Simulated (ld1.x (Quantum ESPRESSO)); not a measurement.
sulfur (S), RRKJ: configuration errors across variants

ld1.x (Quantum ESPRESSO) 7.5 input, shortened:

```
&input
   title='S', zed=16., rel=1, dft='PZ', iswitch=3,
   config='[Ne] 3s2 3p3.5 3d-2'
 /
 &inputp
   pseudotype=2, tm=.false., rho0=0.001, lloc=0,
   nlcc=.true., new_core_ps=.true., rcore=0.85
 /
3
3P  2  1   3.50   0.00  1.25  1.25  0.0
3D  3  2  -2.00   0.40  1.00  1.00  0.0
3S  1  0   2.00   0.00  1.15  1.15  0.0
 &test
   configts(1)='3s2 3p3.5'
 /
```

All-electron excitation energies from the reference (eV): (1) 3s2 3p4 -4.709; (2) 3s2 3p3 7.154; (3) 3s2 3p2 29.527; (4) 3s2 3p0 110.668; (5) 3s0 3p6 15.898; (6) 3s1 3p5 5.531; (7) 3s1 3p4 17.952; (8) 3s2 3p3.5 spin -1.223; (9) 3s2 3p4 spin -5.415.

Spin tests fill each open shell by Hund’s rule, majority spin first.

Tests that are not counted but printed errors over 1 eV. “local potential the d channel”: 3s2 3p2 (solver errors, printed error -96.3 eV); 3s2 3p0 (solver errors, printed error -12.4 eV).

3 further variants failed, have other tests or too few solved ones, and are left out.

A true bound ghost makes a file unfit for plane-wave use even where its test errors are small: the radial tests pick states by their node count and pass the ghost by. Where a test does run into it, the solver fails or the error is huge.

Errors AE − PS in meV (a dash: test not solved or not reliable):

```tsv
change	(1)	(2)	(3)	(4)	(5)	(6)	(7)	(8)	(9)	bound ghosts
base	+1.3	+1.1	+19	+190	-3.0	-0.5	+1.9	+12	+8.1	none
wave 3d channel at 0.4 Ry: rc 1.00 bohr becomes 3d channel at 0.75 Ry: rc 1.00 bohr	+1.3	+1.1	+19	+190	-3.0	-0.5	+1.9	+12	+8.1	none
local potential the d channel	+1.1	+0.7	–	–	+1.4	+0.3	+3.1	+11	+7.6	s
wave 3s (bound): rc 1.15 bohr becomes 3s (bound): rc 1.60 bohr	+1.3	+1.1	+20	+192	-4.2	-0.7	+1.0	+12	+8.5	none
all radii but the core radius scaled by about 0.88 (s 1.00, p 1.10, d 0.88 bohr)	+1.6	+1.7	+25	+217	-6.6	-1.6	+3.5	+2.2	+3.4	none
wave 3p (bound): rc 1.25 bohr becomes 3p (bound): rc 1.42 bohr	+1.2	+1.1	+20	+232	-13	-2.7	-1.5	+22	+14	none
```

Task: Give the same row for: core correction Bessel-smoothed model core inside 0.66 bohr.

Result: +1.3, +1.1, +19, +189, -3.2, -0.6, +1.8, +11, +8.0; bound ghosts: none.
